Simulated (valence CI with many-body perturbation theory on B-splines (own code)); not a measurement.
**E1 line list for Ir63+**

Level of theory: configuration interaction combined with many-body perturbation theory (CI+MBPT): four valence electrons over a frozen Dirac-Fock core [Ne], a basis of 11 s, 11 p, 10 d, 8 f, 5 g, 2 h functions for each j, with the one-electron correlation potential Σ1 (screened to all orders), the two-electron term Σ2, the three-electron term Σ3, Breit, model QED; selected single and double excitations, second order for the rest, scaled by the run's own slope (own B-spline code, finite nucleus).

The last digits are not significant, and no measured levels were compared; by estimate large intervals hold to a few tenths of a per cent, small ones and those within an open d or f shell to about a per cent. Among the levels kept, up to 600 cm⁻¹ of a level comes from second order outside the variational space, and about a tenth of that is noise between levels of different J, which matters for small intervals.

Lines 101 to 150 of 575 in falling wavelength, among levels below 16183 × 10³ cm⁻¹, chosen from the strongest by gf and those to the six lowest levels. Wavelengths and rates use the calculated energies. Electric multipoles are in the length gauge, E1 and E2 with the static RPA response of the core. Weak lines are less certain than strong ones. Lines between different terms over intervals too small for the method are left out, as are lines whose strength nearly cancels. The highest levels of a list are the least certain.

Levels are named by their leading jj configuration (3d3/2^4 stands for four electrons in 3d with j = 3/2), which in mixed levels can hold well under half, so a name can repeat and another be missing. Letters in brackets count levels of one name in rising energy.

```
λ vac (Å)                           Upper                           Lower   A (s⁻¹)  log gf  Branch %
    39.65          (3s 3p1/2^2 3d5/2) J=2          (3s^2 3p1/2 3d3/2) J=2  5.28e+08   -3.21       0.2
    39.00      (3s 3p1/2 3d5/2^2) J=3 [b]  (3s 3p1/2 3p3/2 3d5/2) J=2 [d]  2.39e+11   -0.42      20.7
    38.80      (3s 3p1/2 3d5/2^2) J=3 [a]  (3s 3p1/2 3p3/2 3d5/2) J=2 [c]  7.40e+10   -0.93      10.3
    38.58  (3s 3p1/2 3d3/2 3d5/2) J=3 [b]  (3s 3p1/2 3p3/2 3d3/2) J=3 [c]  6.40e+10   -1.00       9.2
    38.39      (3s 3p1/2 3d5/2^2) J=4 [b]  (3s 3p1/2 3p3/2 3d5/2) J=3 [d]  3.07e+11   -0.21      43.0
    38.31          (3s 3p1/2 3d5/2^2) J=5  (3s 3p1/2 3p3/2 3d5/2) J=4 [c]  1.27e+11   -0.51      23.2
    38.13  (3s 3p1/2 3d3/2 3d5/2) J=4 [b]  (3s 3p1/2 3p3/2 3d3/2) J=3 [c]  1.56e+11   -0.52      24.7
    38.12  (3s 3p1/2 3p3/2 3d5/2) J=2 [b]      (3s 3p1/2 3p3/2^2) J=2 [b]  7.84e+10   -1.07       3.0
    38.00      (3s 3p1/2 3d5/2^2) J=3 [b]  (3s 3p1/2 3p3/2 3d5/2) J=2 [c]  1.72e+11   -0.58      15.0
    37.99           (3p1/2^2 3d5/2^2) J=2       (3p1/2^2 3p3/2 3d5/2) J=1  8.48e+10   -1.04      11.6
    37.89      (3s 3p1/2 3d5/2^2) J=4 [a]  (3s 3p1/2 3p3/2 3d5/2) J=3 [b]  8.86e+10   -0.77      10.7
    37.89  (3s 3p1/2 3d3/2 3d5/2) J=2 [b]  (3s 3p1/2 3p3/2 3d3/2) J=1 [c]  7.49e+10   -1.09      11.0
    37.89      (3s 3p1/2 3d5/2^2) J=3 [b]  (3s 3p1/2 3p3/2 3d5/2) J=3 [d]  1.03e+11   -0.81       9.0
    37.80           (3p1/2^2 3d5/2^2) J=4       (3p1/2^2 3p3/2 3d5/2) J=3  1.84e+11   -0.45      28.8
    37.62              (3s^2 3d5/2^2) J=2          (3s^2 3p3/2 3d5/2) J=1  1.93e+11   -0.69      22.5
    37.56              (3s^2 3d5/2^2) J=4          (3s^2 3p3/2 3d5/2) J=3  4.97e+11   -0.02      68.7
    37.56      (3s 3p1/2 3d5/2^2) J=2 [b]  (3s 3p1/2 3p3/2 3d5/2) J=2 [c]  7.53e+10   -1.10       7.5
    37.49      (3s 3p1/2 3d5/2^2) J=1 [a]      (3s 3p1/2 3p3/2 3d5/2) J=0  1.16e+11   -1.13      10.3
    37.45      (3s 3p1/2 3d5/2^2) J=2 [b]  (3s 3p1/2 3p3/2 3d5/2) J=3 [d]  8.19e+10   -1.06       8.1
    37.43      (3s 3p3/2^2 3d5/2) J=1 [a]                (3s 3p3/2^3) J=2  1.90e+11   -0.92       7.3
    37.37      (3s 3p3/2^2 3d5/2) J=3 [a]                (3s 3p3/2^3) J=2  7.18e+10   -0.98       3.8
    37.28      (3s 3p1/2 3d5/2^2) J=2 [b]  (3s 3p1/2 3p3/2 3d5/2) J=1 [c]  6.25e+10   -1.19       6.2
    37.23  (3s 3p1/2 3d3/2 3d5/2) J=2 [d]  (3s 3p1/2 3p3/2 3d3/2) J=1 [d]  1.50e+11   -0.81       2.9
    37.17  (3s 3p1/2 3d3/2 3d5/2) J=3 [d]  (3s 3p1/2 3p3/2 3d3/2) J=2 [e]  2.40e+11   -0.46       6.2
    37.10  (3s 3p1/2 3d3/2 3d5/2) J=1 [b]  (3s 3p1/2 3p3/2 3d3/2) J=1 [c]  2.27e+11   -0.85      24.0
    37.06  (3s 3p1/2 3d3/2 3d5/2) J=4 [b]  (3s 3p1/2 3p3/2 3d3/2) J=3 [b]  5.66e+10   -0.98       9.0
    37.03      (3s 3p1/2 3d5/2^2) J=1 [a]  (3s 3p1/2 3p3/2 3d5/2) J=1 [c]  2.16e+11   -0.88      19.1
    36.96          (3s 3p1/2^2 3d5/2) J=2          (3s 3p1/2^2 3p3/2) J=1  2.15e+11   -0.66      63.8
    36.87          (3s^2 3p3/2 3d5/2) J=2              (3s^2 3p3/2^2) J=2  2.13e+11   -0.66      87.4
    36.76      (3s 3p1/2 3d3/2 3d5/2) J=0  (3s 3p1/2 3p3/2 3d3/2) J=1 [c]  3.19e+11   -1.19      36.7
    36.69  (3s 3p1/2 3d3/2 3d5/2) J=3 [b]  (3s 3p1/2 3p3/2 3d3/2) J=2 [c]  1.58e+11   -0.65      22.7
    36.68  (3s 3p1/2 3d3/2 3d5/2) J=1 [c]  (3s 3p1/2 3p3/2 3d3/2) J=0 [b]  1.23e+11   -1.13       2.2
    36.65      (3s 3p1/2 3d5/2^2) J=4 [a]  (3s 3p1/2 3p3/2 3d5/2) J=3 [a]  3.21e+11   -0.24      38.9
    36.61          (3s^2 3d3/2 3d5/2) J=3          (3s^2 3p3/2 3d3/2) J=2  2.77e+11   -0.41       5.0
    36.59          (3s 3p1/2 3d5/2^2) J=5  (3s 3p1/2 3p3/2 3d5/2) J=4 [b]  2.17e+11   -0.32      39.6
    36.48      (3s 3p1/2 3d5/2^2) J=4 [b]  (3s 3p1/2 3p3/2 3d5/2) J=4 [c]  1.54e+11   -0.56      21.6
    36.47      (3s 3p1/2 3d5/2^2) J=2 [a]  (3s 3p1/2 3p3/2 3d5/2) J=1 [a]  8.60e+10   -1.07      10.9
    36.43          (3s^2 3p1/2 3d5/2) J=2          (3s^2 3p1/2 3p3/2) J=2  5.16e+10   -1.29      12.7
    36.41              (3s^2 3d5/2^2) J=2          (3s^2 3p3/2 3d5/2) J=3  1.05e+11   -0.98      12.2
    36.29          (3s^2 3p1/2 3d5/2) J=3          (3s^2 3p1/2 3p3/2) J=2  2.71e+11   -0.43     100.0
    36.24  (3s 3p1/2 3p3/2 3d5/2) J=2 [a]      (3s 3p1/2 3p3/2^2) J=2 [a]  2.16e+11   -0.67      29.7
    36.23      (3s 3p1/2 3p3/2 3d5/2) J=0      (3s 3p1/2 3p3/2^2) J=1 [b]  4.29e+11   -1.07      19.1
    36.20  (3s 3p1/2 3d3/2 3d5/2) J=1 [c]  (3s 3p1/2 3p3/2 3d3/2) J=1 [d]  1.25e+11   -1.13       2.2
    36.17       (3p1/2^2 3d3/2 3d5/2) J=2       (3p1/2^2 3p3/2 3d3/2) J=1  1.33e+11   -0.88      29.1
    36.14      (3s 3p3/2^2 3d5/2) J=1 [b]                (3s 3p3/2^3) J=1  4.54e+11   -0.57       8.1
    36.09  (3s 3p1/2 3p3/2 3d5/2) J=3 [b]          (3s 3p1/2 3p3/2^2) J=3  2.27e+11   -0.51      29.3
    36.04          (3s^2 3d3/2 3d5/2) J=3          (3s^2 3p3/2 3d3/2) J=3  5.25e+10   -1.15       0.9
    35.94      (3s 3p1/2 3d5/2^2) J=1 [b]  (3s 3p1/2 3p3/2 3d5/2) J=2 [d]  2.56e+11   -0.83      23.9
    35.93           (3p1/2^2 3d5/2^2) J=4  (3s 3p1/2 3d3/2 3d5/2) J=3 [a]  1.26e+11   -0.66      19.6
    35.90      (3s 3p1/2 3d5/2^2) J=2 [b]  (3s 3p1/2 3p3/2 3d5/2) J=1 [b]  9.37e+10   -1.04       9.3
```
